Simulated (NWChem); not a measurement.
System: C₂H₆GeO; SMILES C=[CH][GeH2][OH]

The following NWChem deck was run.

```
start job
memory heap 200 mb stack 900 mb global 1100 mb
geometry units angstroms noautoz
  Ge    -0.288343     0.437642    -0.012630
  O      1.105120     1.548125    -0.151360
  C      0.259304    -1.349524     0.504603
  C      0.205470    -2.381369    -0.343219
  H     -0.877588     0.398329    -1.429275
  H     -1.285253     1.015633     1.018398
  H      1.512209     1.747476     0.697781
  H      0.618982    -1.524916     1.526748
  H     -0.144865    -2.264418    -1.375490
  H      0.508006    -3.393548    -0.050416
end
basis spherical
  * library def2-svp
end
dft
  xc pw6b95
  iterations 150
  mulliken
end
task dft energy
```

Parts of the log:

```
             Northwest Computational Chemistry Package (NWChem) 7.3.0
             --------------------------------------------------------

 C1  symmetry detected

                             Geometry "geometry" -> ""
                             -------------------------

 Output coordinates in angstroms (scale by  1.889725989 to convert to a.u.)

  No.       Tag          Charge          X              Y              Z
 ---- ---------------- ---------- -------------- -------------- --------------
    1 Ge                  32.0000    -0.35637596     0.42119191    -0.00031651
    2 O                    8.0000     0.97802760     1.59754109    -0.17273285
    3 C                    6.0000     0.28926759    -1.33660155     0.50437755
    4 C                    6.0000     0.26521264    -2.37115018    -0.34151538
    5 H                    1.0000    -0.97664377     0.35124526    -1.40246256
    6 H                    1.0000    -1.35521016     0.95189224     1.05401232
    7 H                    1.0000     1.39512912     1.81765417     0.66636146
    8 H                    1.0000     0.68128200    -1.49281815     1.51770479
    9 H                    1.0000    -0.11488658    -2.27287000    -1.36516627
   10 H                    1.0000     0.62325779    -3.36706288    -0.05563160

 Effective nuclear repulsion energy (a.u.)     269.6702724819

                                 NWChem DFT Module
                                 -----------------

 Summary of "ao basis" -> "ao basis" (spherical)
 ------------------------------------------------------------------------------
       Tag                 Description            Shells   Functions and Types
 ---------------- ------------------------------  ------  ---------------------
 Ge                         def2-svp                12       32   5s4p3d
 O                          def2-svp                 6       14   3s2p1d
 C                          def2-svp                 6       14   3s2p1d
 H                          def2-svp                 3        5   2s1p

            General Information
            -------------------
          SCF calculation type: DFT
          Wavefunction type:  closed shell.
          No. of atoms     :    10
          No. of electrons :    58
           Alpha electrons :    29
            Beta electrons :    29
          Charge           :     0
          Spin multiplicity:     1
          Use of symmetry is: off; symmetry adaption is: off
          Maximum number of iterations: 150
          AO basis - number of functions:   104
                     number of shells:    48
          Convergence on energy requested:  1.00D-06
          Convergence on density requested:  1.00D-05
          Convergence on gradient requested:  5.00D-04

              XC Information
              --------------
                       PW6B95 Method XC Functional
                     Hartree-Fock (Exact) Exchange  0.280
                    PW6B95 GGA Exchange Functional  0.720
                      PW6B95 Correlation Potential  1.000

             Grid Information
             ----------------
          Grid used for XC integration:  medium
          Radial quadrature: Mura-Knowles
          Angular quadrature: Lebedev.
          Tag              B.-S. Rad. Rad. Pts. Rad. Cut. Ang. Pts.
          ---              ---------- --------- --------- ---------
          Ge                  1.25      112          11.0       590
          O                   0.60       49          12.0       434
          C                   0.70       49          11.0       434
          H                   0.35       45          13.0       434
          Grid pruning is: on
          Number of quadrature shells:   529
          Spatial weights used:  Erf1

      Superposition of Atomic Density Guess
      -------------------------------------

 Sum of atomic energies:       -2227.97993934

      Non-variational initial energy
      ------------------------------

 Total energy =   -2229.732490
 1-e energy   =   -3638.171656
 2-e energy   =    1138.768894
 HOMO         =      -0.338016
 LUMO         =      -0.023232

     ---------------------------------------------
      Total Density - Mulliken Population Analysis
     ---------------------------------------------

    Atom       Charge   Shell Charges
 -----------   ------   -------------------------------------------------------
    1 Ge  32    31.07   2.00  2.00  2.00  1.02  0.20  6.00  5.98  1.04  0.69  8.14  1.81  0.19
    2 O    8     8.86   1.99  1.11  0.66  3.09  2.00  0.00
    3 C    6     6.40   1.99  0.99  0.33  1.97  1.09  0.03
    4 C    6     6.13   1.99  0.97  0.27  1.93  0.94  0.03
    5 H    1     1.10   0.68  0.40  0.01
    6 H    1     1.10   0.68  0.41  0.01
    7 H    1     0.66   0.53  0.07  0.06
    8 H    1     0.89   0.67  0.20  0.03
    9 H    1     0.90   0.67  0.21  0.02
   10 H    1     0.90   0.67  0.20  0.02

   convergence    iter        energy       DeltaE   RMS-Dens  Diis-err
 ---------------- ----- ----------------- --------- --------- ---------
 d= 0,ls=0.0,diis     1  -2232.7624048057 -2.50D+03  1.21D-02  5.40D-01
 d= 0,ls=0.0,diis     2  -2232.7274330243  3.50D-02  7.00D-03  1.04D+00
 d= 0,ls=0.0,diis     3  -2232.8303964262 -1.03D-01  1.06D-03  2.77D-02
 d= 0,ls=0.0,diis     4  -2232.8328415199 -2.45D-03  3.24D-04  1.27D-03
 d= 0,ls=0.0,diis     5  -2232.8329358752 -9.44D-05  1.48D-04  4.70D-04
  Resetting Diis
 d= 0,ls=0.0,diis     6  -2232.8329970258 -6.12D-05  3.53D-05  1.88D-05
 d= 0,ls=0.0,diis     7  -2232.8329995094 -2.48D-06  2.00D-05  1.94D-06
 d= 0,ls=0.0,diis     8  -2232.8329993177  1.92D-07  1.17D-05  3.34D-06
 d= 0,ls=0.0,diis     9  -2232.8329997660 -4.48D-07  1.87D-06  7.93D-08

         Total DFT energy =    -2232.832999766048
      One electron energy =    -3641.675234322689
           Coulomb energy =     1241.105943781658
    Exchange-Corr. energy =     -101.933981706900
 Nuclear repulsion energy =      269.670272481883

[...]
```

Level: PW6B95/def2-SVP. Structure relaxed at the PBE0/def2-SVP level.
